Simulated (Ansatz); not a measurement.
**A geometry optimisation of C5H9NO with PBE-D3(BJ)/def2-SVP**

The starting geometry of this gas-phase singlet was optimised with GFN2-xTB; its bonds are those of `N[C@@H]1C=C(O)CC1`.

```xyz
16

C    -0.4954    0.3092   -0.5276
C     0.4522    0.1192    0.6245
C    -0.1916   -0.1738    1.7466
C    -1.6830   -0.2156    1.5664
C    -1.8454   -0.2099    0.0416
N    -0.0152   -0.3600   -1.7232
O     0.3109   -0.3995    2.9863
H    -0.6751   -0.2450   -2.4846
H     0.0933   -1.3540   -1.5474
H    -0.5707    1.3753   -0.7832
H     1.5138    0.2283    0.4946
H     1.2716   -0.3204    2.9652
H    -2.1310    0.6698    2.0232
H    -2.1200   -1.0931    2.0435
H    -2.0046   -1.2299   -0.3163
H    -2.6891    0.3970   -0.2832
```

Q: Where would you expect an optimisation with PBE-D3(BJ)/def2-SVP to take it?

A: It keeps its bonds, and is `N[C@@H]1C=C(O)CC1`.

The energy falls by 0.11 eV over 10 steps:

| step | E − E(last) (eV) |
| --- | --- |
| 1 | 0.106 |
| 2 | 0.015 |
| 3 | 0.004 |
| 4 | 0.002 |
| 5 | 0.001 |
| 6 | 0.000 |
| 7 | 0.000 |
| 8 | 0.000 |
| 9 | 0.000 |
| 10 | 0.000 |

Final geometry (Å):

```yaml
atoms:
  - { symbol: C, position_ang: [-0.4821, 0.2863, -0.5325] }
  - { symbol: C, position_ang: [0.4767, 0.0640, 0.6160] }
  - { symbol: C, position_ang: [-0.1918, -0.1883, 1.7671] }
  - { symbol: C, position_ang: [-1.6883, -0.1836, 1.5839] }
  - { symbol: C, position_ang: [-1.8272, -0.2579, 0.0508] }
  - { symbol: N, position_ang: [-0.0099, -0.3058, -1.7822] }
  - { symbol: O, position_ang: [0.2810, -0.3849, 3.0228] }
  - { symbol: H, position_ang: [-0.6976, -0.1374, -2.5287] }
  - { symbol: H, position_ang: [0.0413, -1.3285, -1.6687] }
  - { symbol: H, position_ang: [-0.5822, 1.3823, -0.7312] }
  - { symbol: H, position_ang: [1.5659, 0.1719, 0.5044] }
  - { symbol: H, position_ang: [1.2543, -0.3134, 2.9963] }
  - { symbol: H, position_ang: [-2.1129, 0.7580, 2.0005] }
  - { symbol: H, position_ang: [-2.1789, -1.0166, 2.1302] }
  - { symbol: H, position_ang: [-1.9097, -1.3214, -0.2603] }
  - { symbol: H, position_ang: [-2.7180, 0.2727, -0.3419] }
```

No frequencies were run, so the end isn't proven a minimum. Run with Ansatz 0.2.0, 23 s on 2 threads of Arm Neoverse V2 (shared host).
